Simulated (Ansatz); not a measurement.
Mulliken charges of CH7GaGe (`[GaH2][CH2][GeH3]`) from ωB97M-V/def2-TZVPP in Ansatz (PBE0-D4/def2-TZVP geometry).

| atom | x (Å) | y (Å) | z (Å) | charge (e) |
| --- | --- | --- | --- | --- |
| Ga1 | -1.379 | 0.586 | -1.044 | 0.227 |
| C2 | 0.506 | 0.406 | -0.529 | -0.537 |
| Ge3 | 0.737 | -0.674 | 1.088 | 0.064 |
| H4 | -2.034 | -0.479 | -1.996 | -0.032 |
| H5 | -2.235 | 1.773 | -0.473 | -0.032 |
| H6 | 0.944 | 1.386 | -0.327 | 0.147 |
| H7 | 1.077 | -0.079 | -1.324 | 0.146 |
| H8 | 0.173 | -2.091 | 0.870 | 0.007 |
| H9 | -0.017 | -0.035 | 2.270 | 0.007 |
| H10 | 2.226 | -0.793 | 1.464 | 0.004 |

Task: By hand: the dipole of these point charges (1 e Å = 4.8032 D).

Result: Σ q r = (-0.095, 0.005, -0.018) e Å, of length 0.097 e Å = 0.47 D.

Task: How does the dipole of the full density compare? (Estimate.)

Result: The calculation gave: (0.136, 0.074, -0.091) e Å, 0.86 D; the point charges give 0.55 times that, at 129° from its direction, so they point the opposite way.

Point charges leave out the atoms' own dipoles, such as those of lone pairs, and Mulliken's split depends on the basis, so the two needn't agree.
